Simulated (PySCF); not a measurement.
Job file and geometry (Å, from GFN2-xTB) of an NMR shielding run on `C=C(F)C[Si@@](C)(N)[SiH3]`, C4H12FNSi2, PySCF, GIAO PBE0/pcSseg-1 NMR shielding, non-relativistic, gas phase; density fitting, a coarse starting grid and PySCF grid level 2 are the driver's defaults:

```
$ OMP_NUM_THREADS=1 python probes_run.py task.json out

{"job": {"kind": "nmr", "xc": "PBE0", "basis": "pcSseg-1"}, "charge": 0, "multiplicity": 1}
C      2.687637     0.336780    -1.183558
C      1.997775     0.001172    -0.108606
F      2.174528     0.729544     1.031434
C      0.977562    -1.052212     0.044567
Si    -0.793426    -0.281902     0.138231
C     -1.059858     0.731415    -1.452710
N     -1.804326    -1.682365    -0.059438
Si    -1.061011     0.982657     2.074645
H      2.570720    -0.209057    -2.099480
H      3.384220     1.155245    -1.173531
H      1.170976    -1.603744     0.964986
H      1.044163    -1.745803    -0.789580
H     -0.336265     1.537718    -1.522981
H     -2.049137     1.177805    -1.474617
H     -0.957502     0.114607    -2.340553
H     -1.698200    -2.458967     0.573677
H     -2.783568    -1.538367    -0.245549
H     -0.361536     2.266610     2.050915
H     -2.484673     1.285704     2.291384
H     -0.623227     0.263838     3.277730
```

Question: Write the output of this run.

Answer: 
```
coarse grid: 17184 points
cycle   1  E = -892.4355893356  dE =  6.137e-01  |g| = 7.086e-01  |ddm| = 3.925e+00
cycle   2  E = -892.3664285736  dE =  6.916e-02  |g| = 9.204e-01  |ddm| = 1.271e+00
cycle   3  E = -892.5400063545  dE = -1.736e-01  |g| = 1.059e-01  |ddm| = 8.195e-01
cycle   4  E = -892.5425739329  dE = -2.568e-03  |g| = 3.879e-02  |ddm| = 1.379e-01
cycle   5  E = -892.5429238644  dE = -3.499e-04  |g| = 1.045e-02  |ddm| = 3.953e-02
cycle   6  E = -892.5429467174  dE = -2.285e-05  |g| = 4.161e-03  |ddm| = 1.207e-02
cycle   7  E = -892.5429507490  dE = -4.032e-06  |g| = 8.195e-04  |ddm| = 4.103e-03
final grid: 155744 points
cycle   8  E = -892.5927692971  dE = -3.697e-05  |g| = 9.885e-03  |ddm| = 2.645e-02
cycle   9  E = -892.5927538649  dE =  1.543e-05  |g| = 1.336e-02  |ddm| = 1.951e-02
cycle  10  E = -892.5927914053  dE = -3.754e-05  |g| = 1.251e-03  |ddm| = 1.119e-02
cycle  11  E = -892.5927916691  dE = -2.638e-07  |g| = 2.598e-04  |ddm| = 1.191e-03
cycle  12  E = -892.5927916797  dE = -1.061e-08  |g| = 7.482e-05  |ddm| = 2.597e-04
cycle  13  E = -892.5927916809  dE = -1.243e-09  |g| = 2.805e-05  |ddm| = 8.777e-05
cycle  14  E = -892.5927916811  dE = -1.771e-10  |g| = 8.809e-06  |ddm| = 2.914e-05
converged SCF energy = -892.5927916811

GIAO shielding tensors (ppm)
atom      isotropic    diamagn.    paramagn.     s11        s22        s33       span
  0 C       94.270     258.108    -163.838     -3.029    128.738    157.101    160.130
  1 C       10.258     253.917    -243.659    -98.597     60.733     68.638    167.234
  2 F      256.257     478.462    -222.204    149.392    285.272    334.108    184.716
  3 C      156.667     256.513     -99.846    135.050    154.666    180.284     45.234
  4 Si     352.424     880.890    -528.466    324.545    348.624    384.102     59.556
  5 C      186.035     255.842     -69.808    174.460    186.654    196.990     22.530
  6 N      248.866     317.030     -68.164    221.135    251.788    273.675     52.540
  7 Si     468.882     881.309    -412.427    460.380    465.305    480.961     20.581
  8 H       27.402      32.607      -5.205     24.562     25.835     31.810      7.248
  9 H       27.082      30.003      -2.921     23.681     25.326     32.238      8.557
 10 H       29.629      32.126      -2.497     26.588     28.445     33.853      7.265
 11 H       29.789      33.613      -3.825     25.976     29.132     34.257      8.281
 12 H       31.333      33.475      -2.142     26.850     29.674     37.475     10.626
 13 H       31.408      31.435      -0.027     27.226     28.841     38.156     10.929
 14 H       31.451      32.388      -0.937     27.503     28.384     38.465     10.962
 15 H       31.702      31.492       0.210     24.193     28.172     42.742     18.549
 16 H       31.647      30.955       0.692     24.117     27.828     42.997     18.880
 17 H       28.377      30.105      -1.728     24.846     26.908     33.378      8.532
 18 H       28.501      29.596      -1.094     25.147     26.304     34.053      8.907
 19 H       28.452      29.874      -1.423     25.263     26.475     33.616      8.353
```

Question: Turn these shieldings into chemical shifts. Chemical shifts δ = σref − σ; TMS for 13C (σ = 186.93 ppm) and 29Si (σ = 349.16 ppm) and 1H (σ = 31.72 ppm); CFCl3 for 19F (σ = 170.95 ppm); 15N (σ = 267.73 ppm) vs NH3, all at this level.

Answer: Averaging equivalent atoms: C 1: 176.7; C 0: 92.7; C 3: 30.3; C 5: 0.9; F 2: -85.3; Si 4: -3.3; Si 7: -119.7; N 6: 18.9; H 9: 4.64; H 8: 4.31; H 17/18/19: 3.27; H 10: 2.09; H 11: 1.93; H 12/13/14: 0.32; H 15/16: 0.04 ppm. Unscaled 19F shifts against computed CFCl3 carry errors that often reach 10 to 50 ppm. Experimental scales use liquid or dissolved standards, which lie at an offset from isolated NH3 (liquid NH3: subtract about 20 ppm).

Size and cost of the density-fitted run: 210 basis functions, 45 s wall time on 1 thread of an Arm Neoverse V1, shared host; peak memory 1 GiB.
